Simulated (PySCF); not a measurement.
A structure optimised at PBE-D3(BJ)/def2-TZVPD, used in a PySCF frequency run:

```
Ge
H 1 1.5512
H 1 1.5512 2 110.91
H 1 1.5512 2 110.91 3 123.71
```
Charge 0, spin multiplicity 2.

**Question.** Write its SMILES, formula and point group.

**Answer.** [GeH3], GeH3, C3v

**Question.** What are its rotational constants (standard atomic weights)?

**Answer.** 127.71, 127.71, 76.782 GHz
